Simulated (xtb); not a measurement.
xtb input:

```bash
xtb mol.xyz --gfn 1 --sp --chrg 0 --uhf 0
```
mol.xyz:
```
3

Be    -0.00000000    -0.00000000    -1.33525805
H     -0.00000000    -0.00000000    -2.65794029
Cl     0.00000000     0.00000000     0.47052779
```

Predict the final energy.

-5.61033 Eh (GFN1-xTB).
